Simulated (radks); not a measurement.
Values are calculated unless marked as measured or tabulated.
Charge is removed step by step from the 3s down level of neutral phosphorus, starting from [Ne] 3s(up 1, down 1) 3p3. Level of theory: non-relativistic Kohn-Sham, PBE, spin-polarised, spherical densities, point nucleus; open shells are filled with parallel spins first (a radial shooting solver on a logarithmic mesh with Libxc functionals).

removed (e),E - E(0) (eV),eigenvalue (eV)
0,0.000,-12.006
0.1,1.240,-12.800
0.2,2.560,-13.607
0.3,3.962,-14.427
0.4,5.446,-15.262
0.5,7.015,-16.112
0.6,8.669,-16.981
0.7,10.412,-17.876
0.8,12.246,-18.801
0.9,14.172,-19.721

The mean slope of the eigenvalue, de/dn, is 8.57 eV per electron.
